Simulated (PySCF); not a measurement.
Radial density of N(2+) (nitrogen, charge +2)

UHF, [He] 2s2 2p1, 2P determinant. Computed with PySCF 2.14 in ANO-RCC-VTZP, with the spin-free X2C one-electron Hamiltonian (Gaussian nucleus).

```tsv
r (bohr)	4πr²ρ (e/bohr)	4πr²(ρα − ρβ)
0.00469	0.05626	0.0000
0.00788	0.1502	0.0001
0.0133	0.3903	0.0003
0.0223	0.9670	0.0008
0.0375	2.203	0.0020
0.0631	4.359	0.0051
0.106	6.806	0.0149
0.179	7.172	0.0541
0.300	4.075	0.2025
0.505	1.851	0.5714
0.850	2.650	0.8720
1.43	1.646	0.4792
2.40	0.1934	0.0568
4.04	0.001244	0.0004
6.80	1.220e-05	0.0000
```

Densities and radii are taken from the X2C orbitals without a picture-change correction, which distorts them close to the nucleus.
